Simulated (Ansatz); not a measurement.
Harmonic frequencies (cm⁻¹) at PBE0-D4/def2-TZVP from Ansatz: 13, 57, 157, 171, 177, 350, 375, 430, 518, 558, 634, 690, 795, 884, 932, 2216, 2225, 3951.

Each molecule was computed in one conformer, which needn't be the lowest.

(1) Which molecule is it?
A. `N=C1OC1N`
B. `[OH][Al]([Cl])[SiH2]Cl`
C. `[SiH3][O][Al]([Cl])[Cl]`
D. `BSC(=C)Cl`

Answers

(1) B.
